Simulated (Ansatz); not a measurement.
Input file for Ansatz (a program for electronic structure): R-B97M-V/def2-TZVPP on HCl (SMILES Cl).

Ansatz 0.2 input:
```yaml
crystal:
  periodic: [false, false, false]
  atoms:
    - {symbol: Cl, position_ang: [-0.00000000, -0.00000000, 0.64100645]}
    - {symbol: H, position_ang: [0.00000000, 0.00000000, -0.64100645]}
basis:
  gaussian:
    orbitals: def2-TZVPP
hamiltonian:
  xc: {name: B97M-V}
scf: {lower_state_search: off}
```

It printed:

```
WARN ansatz: RAYON_NUM_THREADS=4 ignored (pool sized by the plan → 4); use --threads N
Functional definition: B97M-V
these checks for a lower state are left out or cut short: stability, starts, cluster_reference, orbital_swaps, neighbouring_geometries, increment
integrals: 0.01 GiB planned
353 factors; their error is unknown
mean field: 0.16 GiB planned
mean field evaluation 1: about -12535.9775 eV, gradient 1.0e1 eV
mean field evaluation 2: about -12536.0480 eV, gradient 9.8e0 eV
mean field evaluation 4: about -12536.2324 eV, gradient 3.3e-1 eV
mean field evaluation 8: about -12536.2257 eV, gradient 1.1e-3 eV
mean field -12536.22571068 eV, -460.6977975086 hartree, gradient 1.1e-6 eV, S^2 0.000000; 0 other end points of the search recorded, 0 dependent functions left out
reference -12536.22573883 eV, -460.6977985432 hartree; 9, 9 occupied and 47, 47 virtual orbitals, 353 factors
Total energy: -12536.22573883 eV, -460.6977985432 hartree
Checks for a lower state left out: stability, starts, cluster_reference, orbital_swaps, neighbouring_geometries, increment
```

The calculation finished and met its thresholds.

Cost: very roughly 0.6 core-seconds.
